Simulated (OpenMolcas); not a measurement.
An atom or ion with 34 electrons was computed by SS-RASPT2, IPEA 0.25 Eh, imaginary shift 0.1 Eh with spin-orbit coupling (OpenMolcas, ANO-RCC-VTZP, DKH2). The lowest levels that the run gave, each within 12 % of the measured value where one is at hand:

| J | Parity | E (cm⁻¹) | g |
| --- | --- | --- | --- |
| 2 | even | 0.0 | 1.486 |
| 1 | even | 4050 | 1.501 |
| 0 | even | 4930 |  |
| 2 | even | 15060 | 1.015 |
| 0 | even | 33560 |  |
| 2 | odd | 115930 | 1.501 |
| 1 | odd | 119150 | 1.498 |
| 0 | odd | 121030 |  |

Question: Which ion is it, and what are the configurations and terms?

Answer: Kr2+ (Z = 36, charge +2; active space 6 electrons in 9 orbitals (RAS2 4s 4p; RAS3 4d, at most 2 electrons)). J, parity and g give the terms where levels are pure, and mixed ones are named by the computed weights; the size of the splittings, set against known spectra of the 34-electron sequence, gives the charge. In order, with the measured energies in cm⁻¹ (Saloman, J. Phys. Chem. Ref. Data 36, 215 (2007)): 4s² 4p⁴ ³P₂, 4s² 4p⁴ ³P₁ (4548), 4s² 4p⁴ ³P₀ (5313), 4s² 4p⁴ ¹D₂ (14644), 4s² 4p⁴ ¹S₀ (33080), 4s 4p⁵ ³P°₂ (115931), 4s 4p⁵ ³P°₁ (119380), 4s 4p⁵ ³P°₀ (121543).

CASPT2 does not keep the components of a term degenerate, so their means are used; among the terms shown or strongly mixed into the levels shown the widest spread is 26 cm-1 (4s² 4p⁴ ¹D). The run also gave levels led by 4s² 4p³ 4d, which use shells meant for correlation; these and all levels above them are left out. Some terms mix strongly with configurations of 4d, whose occupation reaches 0.24 (4s 4p⁵ ³P°). Measured partners are found by configuration, term and J. A level has none where our copy of the source lacks it or the pairing is in doubt (some pairs that miss far off the trend of their configuration count as doubtful), and it then counts in no deviation. Only configurations of the active space appear.

° marks odd parity.
